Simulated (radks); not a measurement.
The numbers below are computed, except where a source is named.
Ho I, configuration [Xe] 4f11 6s2. Level of theory: scalar-relativistic Kohn-Sham, r2SCAN, spin-unpolarised, spherical densities, finite nucleus; meta-GGA in the generalised Kohn-Sham scheme; Fermi nuclear charge, rms radius 5.2022 fm; hard spherical wall at 3.5 bohr (a radial shooting solver on a logarithmic mesh with Libxc functionals).

Normalised radial functions P(r) = r R(r), r in bohr:

| r | 4p | 6s | 6p |
|---|---|---|---|
| 0.0008594 | 0.0024 | 0.0275 | 0.0007 |
| 0.001282 | 0.0047 | 0.0377 | 0.0014 |
| 0.001913 | 0.0092 | 0.0510 | 0.0028 |
| 0.002876 | 0.0184 | 0.0675 | 0.0057 |
| 0.004291 | 0.0360 | 0.0854 | 0.0111 |
| 0.006401 | 0.0695 | 0.1012 | 0.0213 |
| 0.00955 | 0.1303 | 0.1071 | 0.0400 |
| 0.01436 | 0.2353 | 0.0893 | 0.0722 |
| 0.02142 | 0.3866 | 0.0335 | 0.1184 |
| 0.03196 | 0.5534 | -0.0616 | 0.1691 |
| 0.04806 | 0.6137 | -0.1555 | 0.1862 |
| 0.0717 | 0.3497 | -0.1426 | 0.1025 |
| 0.107 | -0.3172 | 0.0451 | -0.1037 |
| 0.1596 | -0.8910 | 0.2395 | -0.2683 |
| 0.24 | -0.4059 | 0.0725 | -0.0838 |
| 0.358 | 0.9783 | -0.3172 | 0.3310 |
| 0.5341 | 1.5592 | -0.1686 | 0.2692 |
| 0.8031 | 0.8446 | 0.4585 | -0.3966 |
| 1.198 | 0.1872 | 0.4241 | -0.6248 |
| 1.787 | 0.0146 | -0.4613 | 0.1964 |
| 2.666 | 0.0003 | -0.8423 | 0.8773 |

4p: eigenvalue -296.84 eV, 2 radial nodes at r = 0.0903, 0.272 bohr, <r> = 0.550 bohr, 90 % of the charge inside 0.800 bohr. 6s: eigenvalue 20.152 eV, 5 radial nodes at r = 0.0251, 0.0993, 0.258, 0.598, 1.48 bohr, <r> = 2.18 bohr, 90 % of the charge inside 2.90 bohr. 6p (empty): eigenvalue 33.843 eV, 4 radial nodes at r = 0.0893, 0.260, 0.641, 1.67 bohr, <r> = 2.15 bohr, 90 % of the charge inside 2.95 bohr.
